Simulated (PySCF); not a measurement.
Rows and methods have been separated. Pair them.

Species: BH₅O₃Si.
SMILES: `OB(O)O[SiH3]`

The closed-shell ground state was solved 7 times with PySCF (density fitting, gas phase), always with PBE0, in these basis sets: 6-311+G(2d,p), 6-31G*, STO-3G, cc-pVTZ, def2-TZVP, pcSseg-0 and pcSseg-2. The structure is a single PBE0-D3(BJ)/def2-SVP conformer in the gas phase; no vibrational or solvent corrections.

| row | total energy (Eh) | HOMO (eV) | LUMO (eV) | dipole (D) |
| --- | --- | --- | --- | --- |
| P | -542.9402 | -8.94 | 0.13 | 0.70 |
| Q | -541.8618 | -8.82 | 0.78 | 0.43 |
| R | -542.9490 | -8.98 | -0.06 | 0.61 |
| S | -536.0089 | -4.64 | 6.47 | 0.42 |
| T | -542.7786 | -8.70 | 0.66 | 0.70 |
| U | -542.9312 | -8.90 | 0.35 | 0.69 |
| V | -542.9153 | -8.97 | -0.30 | 0.62 |

Which basis belongs to which row?

P = def2-TZVP, Q = pcSseg-0, R = pcSseg-2, S = STO-3G, T = 6-31G*, U = cc-pVTZ, V = 6-311+G(2d,p). From the lowest total energy up: pcSseg-2 (257 functions) 0 eV; def2-TZVP (191 functions) +0.24 eV; cc-pVTZ (224 functions) +0.48 eV; 6-311+G(2d,p) (173 functions) +0.92 eV; 6-31G* (84 functions) +4.64 eV; pcSseg-0 (59 functions) +29.59 eV; STO-3G (34 functions) +188.85 eV.

Shape of the structure used: `[OH:1][B:2]([OH:3])[O:4][SiH3:5]`: O1–B2–O4–Si5 2°, H–O1–B2–O3 1°, H–O3–B2–O1 -179°.
